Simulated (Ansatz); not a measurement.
Mulliken charges of H$_{4}$O$_{2}$SiZn, SMILES `O[SiH2][O][ZnH]` from B3LYP/def2-TZVPP in Ansatz (PBE0-D4/def2-TZVP geometry).

| atom | x (Å) | y (Å) | z (Å) | charge (e) |
| --- | --- | --- | --- | --- |
| O1 | -0.928 | 0.767 | -0.642 | -0.408 |
| Si2 | 0.568 | 0.803 | 0.074 | 0.635 |
| O3 | 0.841 | -0.700 | 0.583 | -0.511 |
| Zn4 | -0.249 | -2.102 | 0.406 | 0.421 |
| H5 | -1.283 | 1.574 | -1.016 | 0.177 |
| H6 | 0.559 | 1.769 | 1.208 | -0.115 |
| H7 | 1.590 | 1.236 | -0.920 | -0.115 |
| H8 | -1.098 | -3.348 | 0.307 | -0.085 |

**Question.** By hand: the dipole of these point charges (1 e Å = 4.8032 D).

**Answer.** Σ q r = (-0.176, -0.113, -0.057) e Å, of length 0.217 e Å = 1.04 D.

**Question.** How does the dipole of the full density compare? (Estimate.)

**Answer.** The calculation gave: (-0.205, 0.031, -0.107) e Å, 1.12 D; the point charges give 0.93 times that, at 40° from its direction.

Point charges leave out the atoms' own dipoles, such as those of lone pairs, and Mulliken's split depends on the basis, so the two needn't agree.

B3LYP here is the variant with VWN-RPA as its local correlation; programs differ in this.
